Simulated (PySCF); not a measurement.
**Correlation energy of Al²⁺ (aluminium, charge +2)**

[Ne] 3p1, 2P determinant (an excited configuration). Computed with PySCF 2.14 in aug-cc-pwCVTZ (8s7p5d3f, 75 functions), with the non-relativistic Hamiltonian (point nucleus). Frozen: 1s2; 9 electrons correlated.

```
  level  correlation energy (mhartree)
   CCSD                        -243.36
    (T)                          -1.65
CCSD(T)                        -245.01
```

Diagnostics: T1 = 0.0033, D1 = 0.0109, largest double amplitude 0.011.

Is a single reference adequate?

Yes: T1 lies below 0.03 and no double amplitude reaches 0.07.
